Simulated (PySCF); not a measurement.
A PySCF script (with the pyscf-properties extension) for the NMR shieldings of `InChI=1S/C8H10F2/c9-8(10)7-4-5-1-2-6(7)3-5/h1-2,5-8H,3-4H2/t5-,6+,7-/m1/s1`, on a PBE0-D3(BJ)/def2-SVP geometry:

```python
import basis_set_exchange as bse
import numpy as np
from pyscf import gto, dft
from pyscf.prop import nmr

atoms = """
F     3.079827   -0.712366   -0.712960
C     2.234846    0.256623   -0.284906
F     2.914999    1.023973    0.602683
C     1.031173   -0.358529    0.374940
C     0.155132   -1.207640   -0.577922
C    -1.258187   -0.585040   -0.392102
C    -1.188813    0.797212   -1.006458
C    -0.424505    1.554210   -0.205789
C     0.018945    0.679393    0.949809
C    -1.215135   -0.222368    1.100522
H     1.972881    0.887110   -1.153057
H     1.419664   -0.976576    1.200411
H     0.165645   -2.267608   -0.285563
H     0.491749   -1.158467   -1.624405
H    -2.081742   -1.226164   -0.733023
H    -1.602867    1.073118   -1.978214
H    -0.088064    2.576821   -0.385829
H     0.384851    1.199875    1.843349
H    -1.047865   -1.089648    1.759368
H    -2.104912    0.331843    1.432391
"""
names = dict.fromkeys(["F", "C", "H"], "pcSseg-1")
basis = {el: gto.basis.parse(bse.get_basis(n, elements=[el], fmt="nwchem")) for el, n in names.items()}
mol = gto.M(atom=atoms, basis=basis, charge=0, verbose=0)
mf = dft.RKS(mol, xc="PBE0")
mf.grids.level = 2
mf.grids.alignment = dft.numint.BLKSIZE   # the property module wants whole blocks of grid points
mf.conv_tol = 1e-9
mf.kernel()

calc = nmr.RKS(mf)   # GIAO
C = mf.mo_coeff
Co = C[:, mf.mo_occ > 0]
resp = mf.gen_response(singlet=True, hermi=2)
def vind(x):   # induced exchange potential for any number of trial vectors
    d = np.einsum("pi,xij,qj->xpq", C, 2 * x.reshape(-1, C.shape[1], Co.shape[1]), Co, optimize=True)
    return np.einsum("xpq,pi,qj->xij", resp(d - d.transpose(0, 2, 1)), C, Co, optimize=True).ravel()
mo1, _ = nmr.rhf.solve_mo1(calc, with_cphf=vind)
sigma = calc.kernel(mo1)
for i, s in enumerate(sigma):   # ppm
    w = np.linalg.eigvalsh((s + s.T) / 2)
    print("%2d %-2s iso %8.1f  s11 %8.1f  s22 %8.1f  s33 %8.1f" % (i, mol.atom_pure_symbol(i), w.mean(), *w))
```

Question: Give the expected output.

Answer: 
```
 0 F  iso    314.7  s11    209.8  s22    344.2  s33    390.0
 1 C  iso     60.3  s11     41.2  s22     68.3  s33     71.4
 2 F  iso    306.6  s11    213.7  s22    333.3  s33    372.8
 3 C  iso    138.4  s11    115.9  s22    136.0  s33    163.4
 4 C  iso    155.1  s11    139.7  s22    152.7  s33    172.9
 5 C  iso    139.3  s11    130.3  s22    137.4  s33    150.3
 6 C  iso     35.5  s11    -79.2  s22     30.4  s33    155.3
 7 C  iso     41.9  s11    -72.4  s22     41.7  s33    156.4
 8 C  iso    138.4  s11    130.2  s22    134.2  s33    151.0
 9 C  iso    131.6  s11    107.6  s22    133.2  s33    154.0
10 H  iso     26.2  s11     23.9  s22     26.8  s33     28.0
11 H  iso     29.0  s11     25.9  s22     27.2  s33     33.8
12 H  iso     29.4  s11     24.4  s22     27.1  s33     36.7
13 H  iso     30.5  s11     25.4  s22     28.6  s33     37.3
14 H  iso     28.6  s11     24.6  s22     25.5  s33     35.7
15 H  iso     24.8  s11     24.0  s22     24.5  s33     25.9
16 H  iso     25.0  s11     23.5  s22     25.2  s33     26.2
17 H  iso     28.4  s11     24.3  s22     26.5  s33     34.5
18 H  iso     30.1  s11     25.6  s22     26.7  s33     37.9
19 H  iso     29.9  s11     25.8  s22     26.6  s33     37.2
```

These numbers come from an equivalent density-fitted implementation of the same equations, which agrees with the script to about 0.01 ppm for H and up to a few tenths of a ppm for heavy atoms, so last digits may differ.

Question: Turn these shieldings into chemical shifts. Chemical shifts δ = σref − σ; CFCl3 for 19F (σ = 177.25 ppm); 13C (σ = 184.41 ppm) and 1H (σ = 31.27 ppm) vs TMS, all at this level.

Answer: Averaging equivalent atoms: F 2: -129.3; F 0: -137.4; C 6: 148.9; C 7: 142.5; C 1: 124.1; C 9: 52.8; C 3: 46.0; C 8: 46.0; C 5: 45.1; C 4: 29.3; H 15: 6.48; H 16: 6.28; H 10: 5.05; H 17: 2.82; H 14: 2.63; H 11: 2.30; H 12: 1.86; H 19: 1.41; H 18: 1.20; H 13: 0.81 ppm. Unscaled 19F shifts against computed CFCl3 carry errors that often reach 10 to 50 ppm.

Size and cost of the density-fitted run: 220 basis functions, 45 s wall time on 1 thread of an Arm Neoverse V1, shared host.
